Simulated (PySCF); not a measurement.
C7H10Si.
SMILES with atom numbers: `[SiH3:1][CH2:2][C@@:3]12[CH:4]=[CH:5][C@H:6]3[C@@H:7]1[C@@H:8]23` (hydrogens: H9, H10, H11 on Si1; H12, H13 on C2; H14 on C4; H15 on C5; H16 on C6; H17 on C7; H18 on C8)

Structure used (GFN2-xTB), in Å, numbered top down from 1:
```xyz
18
C7H10Si angstrom
Si     2.512    0.081    0.642
C      1.245   -0.622   -0.596
C     -0.148   -0.126   -0.337
C     -0.534    1.300   -0.557
C     -1.818    1.389   -0.224
C     -2.212    0.017    0.200
C     -1.382   -0.986   -0.575
C     -1.001   -0.671    0.797
H      2.132   -0.320    1.997
H      2.546    1.540    0.548
H      3.831   -0.463    0.312
H      1.249   -1.712   -0.540
H      1.531   -0.359   -1.617
H      0.136    2.054   -0.921
H     -2.477    2.235   -0.239
H     -3.213   -0.217    0.531
H     -1.591   -1.888   -1.113
H     -0.816   -1.245    1.680
```

Theory: CAM-B3LYP/def2-SVPD in PySCF (dipole) on a GFN2-xTB geometry, gas phase.

Masses are those of the commonest isotopes; rigid-rotor values at the optimised geometry. The values belong to one conformer with, in the numbering `[SiH3:1][CH2:2][C@@:3]12[CH:4]=[CH:5][C@H:6]3[C@@H:7]1[C@@H:8]23`, Si1–C2–C3–C4 68°.

(1) What are A, B and C (MHz)?

(2) Classify the top.

(3) Is it planar, by Δ = Ic − Ia − Ib?

(4) Give the other two planar moments, Paa and Pbb, and the rms extents of the mass along the axes.

(5) List the rotational levels J(Ka,Kc) to J = 4 (cm⁻¹).

(6) Which types of transition are allowed, and where do some lines up to J = 2 fall?

(7) Estimate the classical rotational partition function at 10 K, 100 K and 500 K.

## Answers

(1) Ia = 124.89, Ib = 428.78, Ic = 472.94 u·Å²; 505379 MHz·u·Å²/I gives A = 4047, B = 1179, C = 1069 MHz.

(2) A near-prolate asymmetric top. Ray's parameter κ = (2B − A − C)/(A − C) = -0.926; −1 is the prolate and +1 the oblate limit.

(3) Not planar: Δ = Ic − Ia − Ib = -80.72 u·Å². For a rigid frame Δ = −2 Σ m c², so Σ m c² = 40.36 u·Å² lies off the ab plane: 12.41 from hydrogen and 27.95 from heavier atoms. The atom farthest from that plane is 1.84 Å away.

(4) Paa = Σ m a² = (Ib + Ic − Ia)/2 = 388.41 and Pbb = Σ m b² = (Ia + Ic − Ib)/2 = 84.53 u·Å². With the mass M = 122.06 u, the rms extents √(P/M) along a, b and c are 1.78, 0.83, 0.58 Å.

(5) Above 0(0,0):
J = 1: 1(0,1) 0.0750, 1(1,1) 0.1706, 1(1,0) 0.1743
J = 2: 2(0,2) 0.2248, 2(1,2) 0.3169, 2(1,1) 0.3279, 2(2,1) 0.6149, 2(2,0) 0.6150
J = 3: 3(0,3) 0.4492, 3(1,3) 0.5362, 3(1,2) 0.5582, 3(2,2) 0.8398, 3(2,1) 0.8403, 3(3,1) 1.3273, 3(3,0) 1.3273
J = 4: 4(0,4) 0.7481, 4(1,4) 0.8285, 4(1,3) 0.8652, 4(2,3) 1.1395, 4(2,2) 1.1411, 4(3,2) 1.6274, 4(3,1) 1.6274, 4(4,1) 2.3097, 4(4,0) 2.3097
Those of J = 1 are B + C, A + C and A + B.

(6) The dipole components are |μa| = 0.27 D, |μb| = 1.03 D, |μc| = 0.18 D. Intensities carry the squares of the components, which stand as 0.07 : 1.00 : 0.03 (a : b : c). Some lines, for components of 0.1 D or more:

```
type  branch         J(Ka,Kc)    MHz  lower level (cm⁻¹)
   a       Q  2(1,1) ← 2(1,2)    330               0.317
   a       R  1(0,1) ← 0(0,0)   2247               0.000
   c       Q  2(1,2) ← 2(0,2)   2761               0.225
   b       Q  1(1,0) ← 1(0,1)   2978               0.075
   b       Q  2(1,1) ← 2(0,2)   3091               0.225
   a       R  2(1,2) ← 1(1,1)   4384               0.171
   a       R  2(0,2) ← 1(0,1)   4491               0.075
   a       R  2(1,1) ← 1(1,0)   4605               0.174
   b       R  1(1,1) ← 0(0,0)   5115               0.000
   b       R  2(1,2) ← 1(0,1)   7252               0.075
   c       R  2(1,1) ← 1(0,1)   7583               0.075
   c       Q  2(2,1) ← 2(1,1)   8604               0.328
   b       Q  2(2,0) ← 2(1,1)   8607               0.328
   b       R  2(2,1) ← 1(1,0)  13209               0.174
   c       R  2(2,0) ← 1(1,0)  13212               0.174
   c       R  2(2,1) ← 1(1,1)  13319               0.171
   b       R  2(2,0) ← 1(1,1)  13322               0.171
```

(7) Point group C1, symmetry number σ = 1; q = (√π/σ)·√((kT/h)³/(ABC)), k/h = 20836.6 MHz/K: 2360 at 10 K, 74700 at 100 K, 835000 at 500 K.

No frequency check. No vibrational averaging or centrifugal distortion is included, and the geometry carries the error of its method. A rigid rotor knows nothing of internal rotation, which can split or shift real lines.

On Arm Neoverse V2, one thread (shared host), this took 52 s wall. This is the CAM-B3LYP/def2-SVPD job that gave the dipole, with the excitations it also computed.
